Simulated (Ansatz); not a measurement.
Total energies of Ta(NH)F3 (TaNF3H) from Ansatz at PBE-D4/def2-TZVP, gas phase (1 Eh = 27.2114 eV = 2625.5 kJ/mol). The reference geometry is relaxed at r2SCAN-D4/def2-SVP.

```csv
state,geometry,energy (Eh)
charge 0 singlet,reference,-412.01919
charge 1 doublet,reference,-411.62680
charge 1 doublet,relaxed at r2SCAN-D4/def2-SVP,-411.64438
free Ta atom (quartet),–,-56.85725
free N atom (quartet),–,-54.53214
free H atom (doublet),–,-0.49962
free F atom (doublet),–,-99.66912
```

In the def2 sets Ta takes a core potential; there is no spin–orbit coupling.

Task: Work out the vertical ionisation energy to the doublet.

Result: E(charge 1 doublet) − E(charge 0 singlet) = -411.62680 − (-412.01919) = 0.39239 Eh = 10.68 eV. For comparison, −ε of the highest occupied level is 7.13 eV at this level, 3.55 eV less.

Task: How much does the charge 1 doublet relax, and what is the adiabatic ionisation energy?

Result: Relaxation: -411.62680 − (-411.64438) = 0.01758 Eh = 0.48 eV. Adiabatic ionisation energy: 0.37481 Eh = 10.20 eV, without zero-point energy. 

Task: What is the binding energy per atom against free atoms?

Result: Atoms: 1 × (-56.85725) + 1 × (-54.53214) + 1 × (-0.49962) + 3 × (-99.66912) = -410.89637 Eh. Binding: -410.89637 − (-412.01919) = 1.12282 Eh = 30.55 eV, or 5.09 eV for each of 6 atoms (no zero-point energy, no counterpoise term).
